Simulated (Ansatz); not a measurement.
Relaxation of the cluster Cs₄H₃ (charge 0, doublet) with UKS PBE0-D4/def2-TZVP in Ansatz.

Positions (Å) and forces (eV/Å) at steps 46, 47, 48, 49, 50, 51 of 51:

```xyz
7
step=46 energy=-2241.2594 eV
Cs   -2.983   -0.570   -0.500   -0.066   -0.021   -0.021
Cs    0.669   -0.290    2.964    0.038   -0.024    0.046
Cs    0.240    2.254   -0.411    0.021    0.025   -0.001
Cs    2.137   -2.973   -2.776    0.018   -0.048   -0.067
H    -0.662   -0.106   -1.974    0.015   -0.012    0.054
H    -1.570    0.652    1.534    0.032    0.041   -0.039
H     2.169    1.032    1.163   -0.060    0.039    0.028
7
step=47 energy=-2241.2767 eV
Cs   -2.978   -0.564   -0.522   -0.048   -0.026   -0.029
Cs    0.664   -0.290    2.953    0.049   -0.024    0.034
Cs    0.247    2.257   -0.394    0.038    0.003   -0.008
Cs    2.028   -3.008   -2.884    0.021   -0.043   -0.059
H    -0.559   -0.224   -1.943   -0.015    0.009    0.071
H    -1.578    0.642    1.515    0.035    0.048   -0.039
H     2.175    1.187    1.276   -0.080    0.033    0.030
7
step=48 energy=-2241.2988 eV
Cs   -3.002   -0.576   -0.542    0.060    0.009    0.001
Cs    0.680   -0.310    2.962   -0.006    0.000   -0.020
Cs    0.288    2.261   -0.400    0.001   -0.025   -0.022
Cs    1.955   -3.032   -3.003    0.005   -0.024   -0.031
H    -0.490   -0.331   -1.858   -0.045    0.014    0.038
H    -1.530    0.673    1.445   -0.014    0.004   -0.006
H     2.100    1.315    1.396   -0.002    0.023    0.041
7
step=49 energy=-2241.3070 eV
Cs   -2.967   -0.571   -0.548    0.020   -0.027   -0.026
Cs    0.663   -0.312    2.943    0.017    0.022   -0.031
Cs    0.298    2.248   -0.397    0.034   -0.026   -0.021
Cs    1.875   -3.086   -3.126    0.003   -0.007   -0.011
H    -0.420   -0.420   -1.804   -0.046    0.033    0.036
H    -1.529    0.675    1.415    0.001    0.013    0.019
H     2.080    1.466    1.516   -0.030   -0.007    0.035
7
step=50 energy=-2241.3032 eV rejected
Cs   -2.943   -0.618   -0.552   -0.008   -0.005    0.013
Cs    0.642   -0.285    2.887    0.002   -0.038    0.072
Cs    0.377    2.165   -0.408   -0.028    0.080   -0.089
Cs    1.871   -3.135   -3.248   -0.057    0.058    0.037
H    -0.441   -0.429   -1.731    0.061   -0.044   -0.014
H    -1.556    0.729    1.425   -0.006   -0.029   -0.039
H     2.050    1.572    1.626    0.036   -0.021    0.021
7
step=51 energy=-2241.3121 eV
Cs   -2.951   -0.605   -0.553   -0.011    0.001    0.017
Cs    0.658   -0.305    2.931   -0.008    0.008    0.001
Cs    0.340    2.224   -0.429    0.010    0.000    0.016
Cs    1.860   -3.096   -3.174    0.010   -0.016   -0.018
H    -0.432   -0.420   -1.767    0.006    0.007    0.002
H    -1.535    0.697    1.415   -0.001   -0.006   -0.012
H     2.059    1.505    1.577   -0.005    0.006   -0.006
```

In the def2 sets Cs takes a core potential; there is no spin–orbit coupling. The relaxation made no stability test and no search for a lower SCF solution. Another isomer (doublet) lies 0.23 eV lower at PBE0-D4/def2-TZVP; other spin states weren't run for this one.
